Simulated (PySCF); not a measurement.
## Mg (magnesium, neutral): UHF calculation

Configuration: [Ne] 3s2, closed-shell 1S. All numbers are calculated (PySCF 2.14, scalar relativity by spin-free X2C-1e, in aug-cc-pCVQZ-DK).

```json
{"Total energy": "-199.920581 hartree", "One-electron energy": "-279.8590 hartree", "Hartree (Coulomb) energy": "95.9727 hartree", "Exchange energy": "-16.0343 hartree", "⟨S²⟩": "0.0000", "⟨L²⟩": "0.000", "Sum of ⟨r⟩": "12.24 bohr", "Sum of ⟨r²⟩": "29.54 bohr²", "Langevin diamagnetic susceptibility": "-23.4 ×10⁻⁶ cm³/mol"}
```

```json
{"shell": "1s", "electrons": "2", "mean orbital energy (hartree)": "-49.11647", "rms radius, mean of both spins (bohr)": "0.151"}
{"shell": "2s", "electrons": "2", "mean orbital energy (hartree)": "-3.77962", "rms radius, mean of both spins (bohr)": "0.754"}
{"shell": "2p", "electrons": "6", "mean orbital energy (hartree)": "-2.28052", "rms radius, mean of both spins (bohr)": "0.773"}
{"shell": "3s", "electrons": "2", "mean orbital energy (hartree)": "-0.25343", "rms radius, mean of both spins (bohr)": "3.52"}
```

Spin-orbit constants ζ (cm⁻¹) from the X2C one-electron operator on these orbitals: bare nucleus, nucleus screened by l(l+1)(2l+1)/3 electrons, and screened by the Breit-Pauli mean field of the electrons.

| shell | bare | screened nucleus | mean field |
| --- | --- | --- | --- |
| 2p | 1746 | 1455 | 1324 |
